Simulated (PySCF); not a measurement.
Br₂H₂OSn, SMILES [OH][SnH]([Br])[Br].

Geometry: PBE0-D3(BJ)/def2-SVP. The structure was generated by enumeration; whether it is a known compound was not checked. The def2 effective core potentials stand for the cores of Sn; spin–orbit coupling is left out. The values are those of a single conformer.

The numbers are results of C-PCM-B3LYP/def2-SVP run with PySCF, not measurements.

The values are the electrostatic part of the solvation free energy, E(continuum) − E(gas) at the gas-phase geometry, in a cavity of scaled van der Waals radii (PySCF's table); cavitation and dispersion terms are not included. A continuum can't describe solvent molecules that bind to the metal. In vacuum the orbital gap is 5.76 eV. The dipole moment in vacuum is 0.52 D.

| solvent | ε | ΔG(elec) (kcal/mol) | dipole (D) | gap (eV) |
|---|---|---|---|---|
| water | 78.36 | -5.5 | 0.92 | 5.93 |
| acetone | 20.49 | -5.3 | 0.90 | 5.92 |
| ethylethanoate | 5.99 | -4.5 | 0.84 | 5.90 |
